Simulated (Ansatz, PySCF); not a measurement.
CH3CdIO, SMILES C[O][Cd][I].

The structure is a stationary point at r2SCAN-D4/def2-SVP. The structure was generated by enumeration; whether it is a known compound was not checked. The def2 effective core potentials stand for the cores of Cd, I; spin–orbit coupling is left out. The values are those of a single conformer.

Vertical ionisation energy (IE) and electron affinity (EA) in eV. Rows of orbital energies are one-electron estimates. Where ΔSCF, EOM or ADC give a negative EA the extra electron is unbound and the value depends on the basis.

```csv
level,IE,EA
"−ε(HOMO), −ε(LUMO), CAM-B3LYP/def2-TZVP (PySCF)",8.73,1.10
"−ε(HOMO), −ε(LUMO), PBE/def2-TZVP (PySCF)",5.90,2.82
"ΔSCF, PBE0/def2-SVPD (Ansatz), final states of multiplicity 2 and 2",___,___
"ΔSCF, PBE/def2-SVPD (Ansatz), final states of multiplicity 2 and 2",8.80,0.54
```

**Question.** Some entries are withheld; supply them. (An estimate is asked for; the answer gives what the named calculation found.)

**Answer.** 
- ΔSCF, PBE0/def2-SVPD (Ansatz, a quantum-chemistry and plane-wave program), final states of multiplicity 2 and 2, IE: 9.21
- ΔSCF, PBE0/def2-SVPD (Ansatz), final states of multiplicity 2 and 2, EA: 0.45

**Question.** What vertical singlet–triplet gap does ΔSCF give with PBE0/def2-SVPD (Ansatz) and with PBE/def2-SVPD (Ansatz)? (An estimate is asked for; the answer gives what the named calculation found.)

**Answer.** 3.77 and 3.32 eV (triplet above singlet where positive).
